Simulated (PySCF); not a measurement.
iodine monochloride (ClI), singlet, geometry from GFN2-xTB (core potentials on I); B3LYP5/def2-SVPD in PySCF.

The PySCF input:
```python
from pyscf import gto, scf, dft

mol = gto.M(
    atom='''
Cl   -0.000000   -0.000000   -1.746255
I     0.000000    0.000000    0.560119
''',
    basis='def2-svpd',
    ecp={'I': 'def2-svpd'},
    charge=0,
    spin=0,
    verbose=4,
)

mf = dft.RKS(mol)
mf.xc = 'b3lyp5'
mf.kernel()
```

Output, abridged:

```
PySCF version 2.14.0

[INPUT] verbose = 4
[INPUT] num. atoms = 2
[INPUT] num. electrons = 42
[INPUT] charge = 0
[INPUT] spin (= nelec alpha-beta = 2S) = 0
[INPUT] symmetry False subgroup None
[INPUT] Mole.unit = angstrom
[INPUT] Symbol           X                Y                Z      unit          X                Y                Z       unit  Magmom
[INPUT]  1 Cl     0.000000000000   0.000000000000  -1.746255000000 AA    0.000000000000   0.000000000000  -3.299943693652 Bohr   0.0
[INPUT]  2 I      0.000000000000   0.000000000000   0.560119000000 AA    0.000000000000   0.000000000000   1.058471507165 Bohr   0.0

nuclear repulsion = 97.5125086568787
number of shells = 24
number of NR pGTOs = 115
number of NR cGTOs = 62
basis = def2-svpd
ecp = {'I': 'def2-svpd'}

******** <class 'pyscf.dft.rks.RKS'> ********
method = RKS
initial guess = minao
damping factor = 0
level_shift factor = 0
DIIS = <class 'pyscf.scf.diis.CDIIS'>
diis_start_cycle = 1
diis_space = 8
diis_damp = 0
SCF conv_tol = 1e-09
SCF conv_tol_grad = None
SCF max_cycles = 50
direct_scf = True
direct_scf_tol = 1e-13
XC library pyscf.dft.libxc version 7.1.2
    S. Lehtola, C. Steigemann, M. J. T. Oliveira, and M. A. L. Marques,  SoftwareX 7, 1–5 (2018)
XC functionals = b3lyp5
    P. A. M. Dirac,  Math. Proc. Cambridge Philos. Soc. 26, 376 (1930)
    F. Bloch,  Z. Phys. 57, 545 (1929)
    A. D. Becke,  Phys. Rev. A 38, 3098 (1988)
    C. Lee, W. Yang, and R. G. Parr,  Phys. Rev. B 37, 785 (1988)
    B. Miehlich, A. Savin, H. Stoll, and H. Preuss,  Chem. Phys. Lett. 157, 200 (1989)
    S. H. Vosko, L. Wilk, and M. Nusair,  Can. J. Phys. 58, 1200 (1980)
radial grids:
    Treutler-Ahlrichs [JCP 102, 346 (1995); DOI:10.1063/1.469408] (M4) radial grids

becke partition: Becke, JCP 88, 2547 (1988); DOI:10.1063/1.454033
pruning grids: <function nwchem_prune>
grids dens level: 3
symmetrized grids: False
atomic radii adjust function: <function treutler_atomic_radii_adjust>
small_rho_cutoff = 0
Set gradient conv threshold to 3.16228e-05
Initial guess from minao.
tot grids = 40840
init E= -726.494797257404
  HOMO = -0.752793961119934  LUMO = -0.734917081188903  gap/eV = 0.48645
cycle= 1 E= -755.569994345227  delta_E= -29.1  |g|= 3.23  |ddm|= 8.89

WARN: HOMO 0.00466675476423941 == LUMO 0.00466675476425837

cycle= 2 E= -750.968278542927  delta_E=  4.6  |g|= 3.68  |ddm|= 9.34
  HOMO = -0.278361760528237  LUMO = -0.19811841803061  gap/eV = 2.18353
cycle= 3 E= -756.804502705143  delta_E= -5.84  |g|= 1.44  |ddm|= 6.73
  HOMO = -0.315599857993179  LUMO = -0.220943438996663  gap/eV = 2.57573
cycle= 4 E= -757.577390465573  delta_E= -0.773  |g|= 0.629  |ddm|= 2.46
  HOMO = -0.234203536412525  LUMO = -0.104112948478814  gap/eV = 3.53995
cycle= 5 E= -757.685107521159  delta_E= -0.108  |g|= 0.232  |ddm|= 0.957
  HOMO = -0.27121712513325  LUMO = -0.137493554128731  gap/eV = 3.63880
cycle= 6 E= -757.699316768048  delta_E= -0.0142  |g|= 0.0807  |ddm|= 0.318
  HOMO = -0.278908354076148  LUMO = -0.140378836669797  gap/eV = 3.76958
cycle= 7 E= -757.7016658333  delta_E= -0.00235  |g|= 0.019  |ddm|= 0.132
  HOMO = -0.276639575663704  LUMO = -0.137934065952273  gap/eV = 3.77437
cycle= 8 E= -757.701779539902  delta_E= -0.000114  |g|= 0.00237  |ddm|= 0.0292
  HOMO = -0.276495327135031  LUMO = -0.137901982269661  gap/eV = 3.77132
cycle= 9 E= -757.701781185025  delta_E= -1.65e-06  |g|= 0.000596  |ddm|= 0.00356
  HOMO = -0.276469805530784  LUMO = -0.137881194063972  gap/eV = 3.77119
cycle= 10 E= -757.701781336699  delta_E= -1.52e-07  |g|= 6.95e-05  |ddm|= 0.000924
  HOMO = -0.276482657992869  LUMO = -0.137890821829082  gap/eV = 3.77128
cycle= 11 E= -757.7017813391  delta_E= -2.4e-09  |g|= 6.06e-06  |ddm|= 0.000125
  HOMO = -0.27648157351969  LUMO = -0.13789011243189  gap/eV = 3.77127
cycle= 12 E= -757.701781339113  delta_E= -1.27e-11  |g|= 4.88e-07  |ddm|= 1e-05
  HOMO = -0.276481602337319  LUMO = -0.137890167225642  gap/eV = 3.77127
Extra cycle  E= -757.701781339114  delta_E= -1.36e-12  |g|= 7.65e-07  |ddm|= 1.49e-06
converged SCF energy = -757.701781339114
```
